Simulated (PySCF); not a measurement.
**Electric field gradients and quadrupole coupling constants**

C4H10F2SSi.
SMILES with atom numbers: `[CH3:1][S:2][Si:3]([CH3:4])([CH3:5])[CH:6]([F:7])[F:8]` (hydrogens: H9, H10, H11 on C1; H12, H13, H14 on C4; H15, H16, H17 on C5; H18 on C6)

Cartesian coordinates in Å at the GFN2-xTB level; atoms count from 1:
```xyz
18
C4H10F2SSi angstrom
C      2.411    1.127   -0.218
S      1.923   -0.627   -0.097
Si    -0.233   -0.481   -0.050
C     -0.945    0.514   -1.504
C     -0.913   -2.236    0.146
C     -0.702    0.511    1.569
F     -0.432    1.842    1.421
F     -2.041    0.430    1.806
H      2.134    1.513   -1.193
H      3.490    1.153   -0.102
H      1.939    1.701    0.571
H     -0.634    1.556   -1.460
H     -0.622    0.107   -2.458
H     -2.031    0.498   -1.484
H     -1.977   -2.215    0.364
H     -0.415   -2.769    0.951
H     -0.768   -2.807   -0.764
H     -0.194    0.187    2.489
```

Field gradients from the PBE0/pcSseg-1 density (PySCF, non-relativistic), principal values in atomic units, ordered |Vxx| ≤ |Vyy| ≤ |Vzz|:

```tsv
atom	Vxx	Vyy	Vzz
S2	0.1431	2.1015	-2.2446
```

Task: Find the asymmetry η = (Vxx − Vyy)/Vzz and the couplings χ = eQV/h (234.96 MHz × Q in barn × V in au), with Q(33S) = −0.0678 b.

Result: 
```
atom                environment  nucleus     η  χzz (MHz)  χxx (MHz)  χyy (MHz)
  S2  sulfur bonded to C and Si      33S  0.87      35.76      -2.28     -33.48
```

The tensor is traceless: Vxx + Vyy + Vzz = 0.

Task: What is Vzz at S2 in SI units (1 au = 9.71736 × 10²¹ V/m²)?

Result: -2.2446 au = -21.811 × 10²¹ V/m².

Task: And the gradient at the other heavy atoms, for which no coupling is worked out here?

Result: 
```json
{"atom": "C1", "environment": "S-methyl carbon", "Vzz (au)": "0.318", "η": "0.07"}
{"atom": "Si3", "environment": "four-coordinate silicon", "Vzz (au)": "0.401", "η": "0.85"}
{"atom": "C4", "environment": "Si-methyl carbon", "Vzz (au)": "-0.021", "η": "0.24"}
{"atom": "C5", "environment": "Si-methyl carbon", "Vzz (au)": "-0.018", "η": "0.14"}
{"atom": "C6", "environment": "CHF2 carbon", "Vzz (au)": "-0.626", "η": "0.69"}
{"atom": "F7", "environment": "fluorine of a CF2 group", "Vzz (au)": "2.881", "η": "0.16"}
{"atom": "F8", "environment": "fluorine of a CF2 group", "Vzz (au)": "2.882", "η": "0.14"}
```

Task: What couplings would deuterons (Q(2H) = 0.00286 b) have in place of the hydrogens, at this geometry?

Result: 
```
atom  bonded to  bond length (Å)  Vzz (au)     η  χzz (kHz)
  H9         C1            1.085    0.3169  0.03        213
 H10         C1            1.085    0.3177  0.04        213
 H11         C1            1.084    0.3124  0.04        210
 H12         C4            1.088    0.3200  0.01        215
 H13         C4            1.087    0.3232  0.01        217
 H14         C4            1.087    0.3232  0.01        217
 H15         C5            1.085    0.3241  0.01        218
 H16         C5            1.086    0.3232  0.01        217
 H17         C5            1.085    0.3262  0.01        219
 H18         C6            1.099    0.2742  0.07        184
```

Geometry: GFN2-xTB, one conformer, isolated molecule. GFN2-xTB bond lengths can be off by several hundredths of an ångström, more for odd bonds, and the gradients follow them. The small basis limits the accuracy of the gradients.

The run behind these numbers computed NMR shieldings as well. Hardware: one thread of an Arm Neoverse V1, no GPU, shared host. Cost: 38 s, 0.91 GiB resident at most.
